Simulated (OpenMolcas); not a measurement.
2s² 2p² along the 6-electron sequence

- Program: OpenMolcas 26.06
- Method: SS-RASPT2, IPEA 0.25 Eh, imaginary shift 0.1 Eh
- Basis: ANO-R2
- Scalar Hamiltonian: X2C, finite nucleus
- Spin-orbit coupling: state interaction with AMFI integrals over the reference wave functions, term energies averaged over their components

Active space for each ion: 4 electrons in 9 orbitals (RAS2 2s 2p; RAS3 3d, at most 2 electrons); closed shells correlated by CASPT2: 1s.

Computed levels in cm-1 above ³P₀:

```tsv
Level	N+	O2+	F3+	Ne4+
³P₁	43.7	102	212	387
³P₂	130	302	621	1118
¹D₂	15850	20860	25920	31100
¹S₀	33280	43960	54470	65010
weight of ³P in the lowest level (%)	100	100	100	100
```

Measured, with the error of the calculation in %. Measured levels: N+ from NIST Handbook of Basic Atomic Spectroscopic Data; O2+ from Moore, Selected Tables of Atomic Spectra, NSRDS-NBS 3, section 11; F3+ from Moore, Atomic Energy Levels, vol. I, NSRDS-NBS 35 (1971 reprint of NBS Circular 467, 1949); Ne4+ from NIST levels in Podobedova, Fuhr, Reader and Wiese, J. Phys. Chem. Ref. Data 33, 525 (2004).

| Level | N+ | O2+ | F3+ | Ne4+ |
| --- | --- | --- | --- | --- |
| ³P₁ | 48.7 (-10.3) | 113 (-9.6) | 225 (-5.7) | 412 (-6.1) |
| ³P₂ | 131 (-0.8) |  | 613 (+1.2) | 1110 (+0.7) |
| ¹D₂ | 15316 (+3.5) | 20273 (+2.9) | 25241 (+2.7) | 30292 (+2.7) |
| ¹S₀ | 32689 (+1.8) | 43186 (+1.8) | 53544 (+1.7) | 63914 (+1.7) |

The fine-structure level ³P₂ changes by a factor of 8.6 from N+ to Ne4+. Its fourth root runs 3.38, 4.17, 4.99, 5.78, with steps per unit of Z of 0.79, 0.82, 0.79; equal steps would mean a (Z - σ)^4 law with constant σ.

¹D₂ changes by a factor of 1.96 over the same range, with steps per unit of Z of +5010, +5060, +5180 cm-1.

CASPT2 does not keep the components of a term degenerate, so their means are used; among the terms shown or strongly mixed into the levels shown the widest spread is 17 cm-1 (2s² 2p² ¹D, N+). Active for correlation alone: 3d; no level in the range computed is led by a configuration that fills it, so any true level of that kind is missing. Computed and measured levels are paired by configuration, term and J; levels that our copy of the source lacks, or whose pairing is in doubt (as where it misses far off the trend of its configuration), stay unpaired and out of the deviations. Only configurations of the active space appear.
